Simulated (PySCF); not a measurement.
**Dipole response of Nb³⁺ (niobium, charge +3)**

[Kr] 4d2, high-spin 3F determinant. All numbers are calculated (PySCF 2.14, the spin-free X2C one-electron Hamiltonian (Gaussian nucleus), in aug-cc-pwCVTZ-DK (11s10p8d4f3g, 136 functions)). Coupled (time-dependent) response in atomic units; α is the mean over directions.

| method | mean α (bohr³) | C₆ (like pair) | S(−4) |
| --- | --- | --- | --- |
| PBE | 6.038 | 26.12 | 13.21 |

S(−4) is the Cauchy moment in α(ω) = α(0) + S(−4) ω² + …

Spin-orbit coupling is absent.

α(iu) at PBE:

```tsv
u (hartree)	α(iu) (bohr³)
0	6.038
0.0500	6.005
0.100	5.912
0.200	5.589
0.300	5.180
0.500	4.370
0.750	3.541
1.00	2.898
1.50	1.996
2.00	1.428
3.00	0.8155
5.00	0.3670
```

For an ion, C₆ is the dispersion term alone; charge-induced terms of lower order in 1/R come first.
